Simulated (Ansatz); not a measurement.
Total energies of GeHBr3 from Ansatz at PBE-D4/def2-TZVP, gas phase (1 Eh = 27.2114 eV = 2625.5 kJ/mol). The reference geometry is relaxed at r2SCAN-D4/def2-SVP.

```xyz
5

Ge   -0.0554    0.1477    0.0206
H    -0.5890    1.5660    0.2173
Br   -0.5373   -0.5730   -2.1041
Br   -1.0369   -1.2663    1.5383
Br    2.2186    0.1256    0.3280
```

```
                 state                       geometry  energy (Eh)
      charge 0 singlet                      reference  -9798.73732
      charge 1 doublet                      reference  -9798.37099
      charge 1 doublet  relaxed at r2SCAN-D4/def2-SVP  -9798.37291
free Ge atom (triplet)                              –  -2076.60177
 free H atom (doublet)                              –     -0.49962
free Br atom (doublet)                              –  -2573.72072
```

Work out the vertical ionisation energy to the doublet.

E(charge 1 doublet) − E(charge 0 singlet) = -9798.37099 − (-9798.73732) = 0.36633 Eh = 9.97 eV. For comparison, −ε of the highest occupied level is 7.33 eV at this level, 2.64 eV less.

How much does the charge 1 doublet relax, and what is the adiabatic ionisation energy?

Relaxation: -9798.37099 − (-9798.37291) = 0.00192 Eh = 0.05 eV. Adiabatic ionisation energy: 0.36441 Eh = 9.92 eV, without zero-point energy. 

What is the binding energy per atom against free atoms?

Atoms: 1 × (-2076.60177) + 1 × (-0.49962) + 3 × (-2573.72072) = -9798.26355 Eh. Binding: -9798.26355 − (-9798.73732) = 0.47377 Eh = 12.89 eV, or 2.58 eV for each of 5 atoms (no zero-point energy, no counterpoise term).
